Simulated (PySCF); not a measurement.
vanadium atom (V), quartet (typed; the unrestricted solution is spin-contaminated); DF-B3LYP/cc-pVDZ run with PySCF.

PySCF was given this input:
```python
from pyscf import gto, scf, dft

mol = gto.M(
    atom='''
V     0.000000    0.000000    0.000000
''',
    basis='cc-pvdz',
    charge=0,
    spin=3,
    verbose=4,
)

mf = dft.UKS(mol)
mf.xc = 'b3lyp'
mf = mf.density_fit(auxbasis='def2-universal-jkfit')
mf.kernel()
```

Q: Predict the main parts of the log of this PySCF run.

A: 
```
PySCF version 2.14.0

[INPUT] verbose = 4
[INPUT] num. atoms = 1
[INPUT] num. electrons = 23
[INPUT] charge = 0
[INPUT] spin (= nelec alpha-beta = 2S) = 3
[INPUT] symmetry False subgroup None
[INPUT] Mole.unit = angstrom
[INPUT] Symbol           X                Y                Z      unit          X                Y                Z       unit  Magmom
[...]
nuclear repulsion = 0
number of shells = 7
number of NR pGTOs = 122
number of NR cGTOs = 43
basis = cc-pvdz
ecp = {}

******** <class 'pyscf.df.df_jk.DFUKS'> ********
method = DFUKS
initial guess = minao
damping factor = 0
level_shift factor = 0
DIIS = <class 'pyscf.scf.diis.CDIIS'>
diis_start_cycle = 1
diis_space = 8
diis_damp = 0
SCF conv_tol = 1e-09
SCF conv_tol_grad = None
SCF max_cycles = 50
direct_scf = False
number electrons alpha = 13  beta = 10
XC library pyscf.dft.libxc version 7.1.2
    S. Lehtola, C. Steigemann, M. J. T. Oliveira, and M. A. L. Marques,  SoftwareX 7, 1–5 (2018)
XC functionals = b3lyp
    P. J. Stephens, F. J. Devlin, C. F. Chabalowski, and M. J. Frisch,  J. Phys. Chem. 98, 11623 (1994)
radial grids:
    Treutler-Ahlrichs [JCP 102, 346 (1995); DOI:10.1063/1.469408] (M4) radial grids

becke partition: Becke, JCP 88, 2547 (1988); DOI:10.1063/1.454033
pruning grids: <function nwchem_prune>
grids dens level: 3
symmetrized grids: False
atomic radii adjust function: <function treutler_atomic_radii_adjust>
small_rho_cutoff = 0
Set gradient conv threshold to 3.16228e-05
tot grids = 20904
******** <class 'pyscf.df.df.DF'> ********
auxbasis = def2-universal-jkfit
init E= -943.614876189146

cycle= 1 E= -943.38836004442  delta_E= 0.227  |g|= 0.846  |ddm|= 2.32

cycle= 2 E= -940.16077599331  delta_E= 3.23  |g|= 1.83  |ddm|= 8.85
cycle= 3 E= -943.8731493558  delta_E= -3.71  |g|=  0.3  |ddm|= 8.77
cycle= 4 E= -943.898870968556  delta_E= -0.0257  |g|= 0.174  |ddm|= 0.627
cycle= 5 E= -943.919190097603  delta_E= -0.0203  |g|= 0.0404  |ddm|= 0.23
cycle= 6 E= -943.921969819979  delta_E= -0.00278  |g|= 0.0151  |ddm|= 0.143
cycle= 7 E= -943.923161656021  delta_E= -0.00119  |g|= 0.012  |ddm|= 0.0809
cycle= 8 E= -943.925753268219  delta_E= -0.00259  |g|= 0.0109  |ddm|= 0.202
cycle= 9 E= -943.927412998811  delta_E= -0.00166  |g|= 0.00614  |ddm|= 0.195
cycle= 10 E= -943.927861654739  delta_E= -0.000449  |g|= 0.00174  |ddm|= 0.131
cycle= 11 E= -943.927887030175  delta_E= -2.54e-05  |g|= 0.00139  |ddm|= 0.0163
cycle= 12 E= -943.927894455945  delta_E= -7.43e-06  |g|= 0.00114  |ddm|= 0.0339
[...]
cycle= 22 E= -943.927904340108  delta_E= -9.48e-08  |g|= 4.52e-05  |ddm|= 0.00157
cycle= 23 E= -943.927905545173  delta_E= -1.21e-06  |g|= 5.28e-05  |ddm|= 0.0202
cycle= 24 E= -943.927905338688  delta_E= 2.06e-07  |g|= 4.77e-05  |ddm|= 0.00349
cycle= 25 E= -943.927905353603  delta_E= -1.49e-08  |g|= 4.69e-05  |ddm|= 0.000261
cycle= 26 E= -943.927905371399  delta_E= -1.78e-08  |g|= 4.65e-05  |ddm|= 0.0003
cycle= 27 E= -943.927906017461  delta_E= -6.46e-07  |g|= 4.37e-05  |ddm|= 0.0109
cycle= 28 E= -943.927906542237  delta_E= -5.25e-07  |g|= 4.36e-05  |ddm|= 0.00895
cycle= 29 E= -943.92790671614  delta_E= -1.74e-07  |g|= 5.55e-05  |ddm|= 0.00298
cycle= 30 E= -943.927906707586  delta_E= 8.55e-09  |g|= 5.61e-05  |ddm|= 0.000145
cycle= 31 E= -943.927906986371  delta_E= -2.79e-07  |g|= 4.33e-05  |ddm|= 0.00478
cycle= 32 E= -943.92790709504  delta_E= -1.09e-07  |g|= 4.47e-05  |ddm|= 0.00185
cycle= 33 E= -943.927907097085  delta_E= -2.04e-09  |g|= 4.47e-05  |ddm|= 6.98e-05
cycle= 34 E= -943.927907004531  delta_E= 9.26e-08  |g|= 4.45e-05  |ddm|= 0.00229
cycle= 35 E= -943.927907021843  delta_E= -1.73e-08  |g|= 4.24e-05  |ddm|= 0.00222
cycle= 36 E= -943.927906900042  delta_E= 1.22e-07  |g|= 4.16e-05  |ddm|= 0.00376
cycle= 37 E= -943.927906796107  delta_E= 1.04e-07  |g|= 3.95e-05  |ddm|= 0.0128
cycle= 38 E= -943.927906824525  delta_E= -2.84e-08  |g|= 4.41e-05  |ddm|= 0.0054
cycle= 39 E= -943.927907080626  delta_E= -2.56e-07  |g|= 3.89e-05  |ddm|= 0.0081
cycle= 40 E= -943.92790741285  delta_E= -3.32e-07  |g|= 4.57e-05  |ddm|= 0.0146
cycle= 41 E= -943.927907667086  delta_E= -2.54e-07  |g|= 6.95e-05  |ddm|= 0.0103
cycle= 42 E= -943.92790769776  delta_E= -3.07e-08  |g|= 3.51e-05  |ddm|= 0.000911
cycle= 43 E= -943.927907806436  delta_E= -1.09e-07  |g|= 3.87e-05  |ddm|= 0.00296
cycle= 44 E= -943.927907882793  delta_E= -7.64e-08  |g|= 5.48e-05  |ddm|= 0.00286
cycle= 45 E= -943.927907974678  delta_E= -9.19e-08  |g|= 2.98e-05  |ddm|= 0.00246
cycle= 46 E= -943.927908083469  delta_E= -1.09e-07  |g|= 2.97e-05  |ddm|= 0.00317
cycle= 47 E= -943.927908221226  delta_E= -1.38e-07  |g|= 3.81e-05  |ddm|= 0.00416
cycle= 48 E= -943.927908327544  delta_E= -1.06e-07  |g|= 2.95e-05  |ddm|= 0.00291
cycle= 49 E= -943.927908435674  delta_E= -1.08e-07  |g|= 2.76e-05  |ddm|= 0.00313
cycle= 50 E= -943.927908603921  delta_E= -1.68e-07  |g|= 2.76e-05  |ddm|= 0.00474
SCF not converged.
SCF energy = -943.927908603921 after 50 cycles  <S^2> = 4.0116985  2S+1 = 4.1287763
```

Convergence was not reached.
